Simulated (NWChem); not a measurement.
All runs are NWChem calculations. System: C₂H₅FOSi, charge 0, spin multiplicity 1, at a geometry optimised with B3LYP/def2-SVP. The structure started from a generated list of species. Level: PBE0/def2-TZVP.

Input file:

```
start mol
memory heap 200 mb stack 800 mb global 1000 mb
geometry units angstroms nocenter noautoz noautosym
  O      2.527951    -0.232934    -0.450522
  C      1.407344    -0.477861    -0.067392
  Si    -0.001643     0.854962    -0.066312
  C     -1.679368    -0.042460    -0.219807
  F     -1.739537    -0.994480     0.798976
  H      1.153681    -1.504831     0.324569
  H      0.051702     1.568762     1.241377
  H      0.203105     1.811441    -1.189246
  H     -1.784351    -0.556198    -1.192875
  H     -2.536779     0.647070    -0.118876
end
basis spherical
  * library def2-tzvp
end
dft
  xc pbe0
  semidirect memsize 60000000 filesize 0
  iterations 100
end
task dft energy
```

NWChem printed:

```
             Northwest Computational Chemistry Package (NWChem) 7.3.0
             --------------------------------------------------------

                                NWChem Input Module
                                -------------------

 Scaling coordinates for geometry "geometry" by  1.889725989
 (inverse scale =  0.529177249)

                             Geometry "geometry" -> ""
                             -------------------------

 Output coordinates in angstroms (scale by  1.889725989 to convert to a.u.)

  No.       Tag          Charge          X              Y              Z
 ---- ---------------- ---------- -------------- -------------- --------------
    1 O                    8.0000     2.52795100    -0.23293400    -0.45052200
    2 C                    6.0000     1.40734400    -0.47786100    -0.06739200
    3 Si                  14.0000    -0.00164300     0.85496200    -0.06631200
    4 C                    6.0000    -1.67936800    -0.04246000    -0.21980700
    5 F                    9.0000    -1.73953700    -0.99448000     0.79897600
    6 H                    1.0000     1.15368100    -1.50483100     0.32456900
    7 H                    1.0000     0.05170200     1.56876200     1.24137700
    8 H                    1.0000     0.20310500     1.81144100    -1.18924600
    9 H                    1.0000    -1.78435100    -0.55619800    -1.19287500
   10 H                    1.0000    -2.53677900     0.64707000    -0.11887600

 Effective nuclear repulsion energy (a.u.)     214.5796655227

            Nuclear Dipole moment (a.u.)
            ----------------------------
        X                 Y               Z
 ---------------- ---------------- ----------------
    -0.0000245664    -0.0000113384    -0.0000094486


 Summary of "ao basis" -> "" (spherical)
 ------------------------------------------------------------------------------
       Tag                 Description            Shells   Functions and Types
 ---------------- ------------------------------  ------  ---------------------
 *                         def2-tzvp                  on all atoms

                                 NWChem DFT Module
                                 -----------------

 Summary of "ao basis" -> "ao basis" (spherical)
 ------------------------------------------------------------------------------
       Tag                 Description            Shells   Functions and Types
 ---------------- ------------------------------  ------  ---------------------
 O                         def2-tzvp                11       31   5s3p2d1f
 C                         def2-tzvp                11       31   5s3p2d1f
 Si                        def2-tzvp                13       37   5s5p2d1f
 F                         def2-tzvp                11       31   5s3p2d1f
 H                         def2-tzvp                 4        6   3s1p

 Summary of "ao basis" -> "ao basis" (spherical)
 ------------------------------------------------------------------------------
       Tag                 Description            Shells   Functions and Types
 ---------------- ------------------------------  ------  ---------------------
 O                         def2-tzvp                11       31   5s3p2d1f
 C                         def2-tzvp                11       31   5s3p2d1f
 Si                        def2-tzvp                13       37   5s5p2d1f
 F                         def2-tzvp                11       31   5s3p2d1f
 H                         def2-tzvp                 4        6   3s1p

            General Information
            -------------------
          SCF calculation type: DFT
          Wavefunction type:  closed shell.
          No. of atoms     :    10
          No. of electrons :    48
           Alpha electrons :    24
            Beta electrons :    24
          Charge           :     0
          Spin multiplicity:     1
          Use of symmetry is: off; symmetry adaption is: off
          Maximum number of iterations: 100
          AO basis - number of functions:   191
                     number of shells:    77
          Convergence on energy requested:  1.00D-06
          Convergence on density requested:  1.00D-05
          Convergence on gradient requested:  5.00D-04

              XC Information
              --------------
                         PBE0 Method XC Functional
                     Hartree-Fock (Exact) Exchange  0.250
          PerdewBurkeErnzerhof Exchange Functional  0.750
            Perdew 1991 LDA Correlation Functional  1.000 local
           PerdewBurkeErnz. Correlation Functional  1.000 non-local

             Grid Information
             ----------------
          Grid used for XC integration:  medium
          Radial quadrature: Mura-Knowles
          Angular quadrature: Lebedev.
          Tag              B.-S. Rad. Rad. Pts. Rad. Cut. Ang. Pts.
          ---              ---------- --------- --------- ---------
          O                   0.60       49          13.0       434
          C                   0.70       49          11.0       434
          Si                  1.10       88          10.0       590
          F                   0.50       49          11.0       434
          H                   0.35       45          12.0       434
          Grid pruning is: on
          Number of quadrature shells:   509
          Spatial weights used:  Erf1

          Convergence Information
          -----------------------
          Convergence aids based upon iterative change in
          total energy or number of iterations.
          Levelshifting, if invoked, occurs when the
          HOMO/LUMO gap drops below (HL_TOL):  1.00D-02
          DIIS, if invoked, will attempt to extrapolate
          using up to (NFOCK): 10 stored Fock matrices.

                    Damping( 0%)  Levelshifting(0.5)       DIIS
                  --------------- ------------------- ---------------
          dE  on:    start            ASAP                start
          dE off:    2 iters        100 iters           100 iters

      Screening Tolerance Information
      -------------------------------
          Density screening/tol_rho:  1.00D-10
          AO Gaussian exp screening on grid/accAOfunc:  14
          CD Gaussian exp screening on grid/accCDfunc:  20
          XC Gaussian exp screening on grid/accXCfunc:  20
          Schwarz screening/accCoul:  1.00D-08

      Superposition of Atomic Density Guess
      -------------------------------------

 Sum of atomic energies:        -540.87949852

      Non-variational initial energy
      ------------------------------

 Total energy =    -542.622678
 1-e energy   =   -1173.005250
 2-e energy   =     415.802907
 HOMO         =      -0.274813
 LUMO         =      -0.065236

------------------------------------------------------------
EAF file 0: "./mol.aoints.0" size=524288 bytes
------------------------------------------------------------
               write      read    awrite     aread      wait
               -----      ----    ------     -----      ----
     calls:        1         0         0         0         0
   data(b): 5.24e+05  0.00e+00  0.00e+00  0.00e+00
   time(s): 0.00e+00  0.00e+00  0.00e+00  0.00e+00  0.00e+00
rate(mb/s): 0.00e+00  0.00e+00
------------------------------------------------------------

   convergence    iter        energy       DeltaE   RMS-Dens  Diis-err    time
 ---------------- ----- ----------------- --------- --------- ---------  ------
 d= 0,ls=0.0,diis     1   -543.2998321948 -7.58D+02  5.11D-02  1.55D+00    17.3
 d= 0,ls=0.0,diis     2   -542.9985380618  3.01D-01  5.91D-03  4.72D+00    24.5
 d= 0,ls=0.0,diis     3   -543.4450888238 -4.47D-01  1.22D-03  1.34D-01    31.7
 d= 0,ls=0.0,diis     4   -543.4525397173 -7.45D-03  5.87D-04  5.39D-02    39.1
 d= 0,ls=0.0,diis     5   -543.4568907666 -4.35D-03  1.14D-04  1.54D-03    46.4
  Resetting Diis
 d= 0,ls=0.0,diis     6   -543.4570062248 -1.15D-04  3.20D-05  9.32D-05    53.6
 d= 0,ls=0.0,diis     7   -543.4570164067 -1.02D-05  1.97D-05  5.58D-06    60.8
 d= 0,ls=0.0,diis     8   -543.4570155504  8.56D-07  9.95D-06  1.63D-05    68.0

         Total DFT energy =     -543.457015550391
      One electron energy =    -1176.521964927303
           Coulomb energy =      470.742943756664
    Exchange-Corr. energy =      -52.257659902435
 Nuclear repulsion energy =      214.579665522682

 Numeric. integr. density =       48.000013186372

     Total iterative time =     66.0s

                       DFT Final Molecular Orbital Analysis
                       ------------------------------------

 Vector   22  Occ=2.000000D+00  E=-3.681391D-01
              MO Center= -2.6D-01,  8.8D-01,  4.3D-02, r^2= 3.8D+00
   Bfn.  Coefficient  Atom+Function         Bfn.  Coefficient  Atom+Function
  ----- ------------  ---------------      ----- ------------  ---------------
    79      0.252207   3 Si pz              169      0.198206   7 H  s
   175     -0.189826   8 H  s               168      0.124598   7 H  s
   170      0.120252   7 H  s               174     -0.115113   8 H  s
   136     -0.109004   5 F  px              138      0.108637   5 F  pz
   181      0.107018   9 H  s               176     -0.105504   8 H  s

 Vector   23  Occ=2.000000D+00  E=-3.343451D-01
              MO Center= -1.1D+00,  7.9D-02,  3.3D-02, r^2= 2.8D+00
   Bfn.  Coefficient  Atom+Function         Bfn.  Coefficient  Atom+Function
  ----- ------------  ---------------      ----- ------------  ---------------
   136      0.251317   5 F  px              105     -0.225551   4 C  px
   139      0.203751   5 F  px              108     -0.194733   4 C  px
    78      0.189527   3 Si py               77      0.181739   3 Si px
   142      0.164889   5 F  px              137      0.118858   5 F  py
   106     -0.108570   4 C  py              176      0.107713   8 H  s

 Vector   24  Occ=2.000000D+00  E=-2.614585D-01
              MO Center=  1.6D+00, -2.5D-01, -2.0D-01, r^2= 2.6D+00
   Bfn.  Coefficient  Atom+Function         Bfn.  Coefficient  Atom+Function
  ----- ------------  ---------------      ----- ------------  ---------------
     7      0.351767   1 O  py               10      0.295573   1 O  py
    13      0.234056   1 O  py              164      0.206220   6 H  s
    67     -0.186132   3 Si s               163      0.183668   6 H  s
    77     -0.176549   3 Si px               78      0.151042   3 Si py
    38     -0.135390   2 C  py               41     -0.129073   2 C  py

 Vector   25  Occ=0.000000D+00  E=-6.445981D-02
              MO Center=  1.4D+00, -2.3D-01, -1.5D-01, r^2= 2.6D+00
   Bfn.  Coefficient  Atom+Function         Bfn.  Coefficient  Atom+Function
  ----- ------------  ---------------      ----- ------------  ---------------
    45     -0.321793   2 C  pz               14      0.307582   1 O  pz
    42     -0.299802   2 C  pz                8      0.275913   1 O  pz
    39     -0.274756   2 C  pz              170      0.259689   7 H  s
    11      0.225958   1 O  pz               82     -0.216921   3 Si pz
   188      0.196803  10 H  s               176     -0.195657   8 H  s

 Vector   26  Occ=0.000000D+00  E= 1.260670D-02
              MO Center= -3.4D-01,  1.0D+00, -1.7D-01, r^2= 5.3D+00
   Bfn.  Coefficient  Atom+Function         Bfn.  Coefficient  Atom+Function
  ----- ------------  ---------------      ----- ------------  ---------------
    36      1.583793   2 C  s                80     -1.436561   3 Si px
   104     -1.286607   4 C  s                81      0.603381   3 Si py
    43     -0.425532   2 C  px              164     -0.407968   6 H  s
    67     -0.401007   3 Si s                44      0.362097   2 C  py
   135      0.338286   5 F  s                77     -0.336525   3 Si px

 Vector   27  Occ=0.000000D+00  E= 2.029625D-02
              MO Center= -6.2D-01,  3.5D-01,  1.3D-01, r^2= 5.4D+00
   Bfn.  Coefficient  Atom+Function         Bfn.  Coefficient  Atom+Function
  ----- ------------  ---------------      ----- ------------  ---------------
   104      1.817287   4 C  s                81      0.874474   3 Si py
    80      0.856609   3 Si px              176     -0.795414   8 H  s
   182     -0.705744   9 H  s               188     -0.562096  10 H  s
    67     -0.477633   3 Si s               112      0.450771   4 C  py
   113     -0.408356   4 C  pz              111      0.343159   4 C  px

 center of mass
 --------------
 x =   0.02341875 y =  -0.06084087 z =   0.03551594

 moments of inertia (a.u.)
 ------------------
         257.862791337309         -50.991648965620         138.202353042330
         -50.991648965620         889.244543894981          51.989321310674
         138.202353042330          51.989321310674         999.750178329799

     Multipole analysis of the density
     ---------------------------------

     L   x y z        total         alpha         beta         nuclear
     -   - - -        -----         -----         ----         -------
     0   0 0 0     -0.000000    -24.000000    -24.000000     48.000000

     1   1 0 0     -0.917158     -0.458566     -0.458566     -0.000025
     1   0 1 0      0.276588      0.138300      0.138300     -0.000011
     1   0 0 1     -0.231767     -0.115879     -0.115879     -0.000009

     2   2 0 0    -32.774826   -227.361703   -227.361703    421.948580
     2   1 1 0     -1.755475    -10.333260    -10.333260     18.911045
     2   1 0 1      3.261533     32.601487     32.601487    -61.941440
     2   0 2 0    -27.461808    -66.733086    -66.733086    106.004363
     2   0 1 1      0.810287     12.840919     12.840919    -24.871552
     2   0 0 2    -27.603022    -35.666204    -35.666204     43.729387

 Task  times  cpu:       68.2s     wall:       68.2s

 Total times  cpu:       68.2s     wall:       68.2s
```
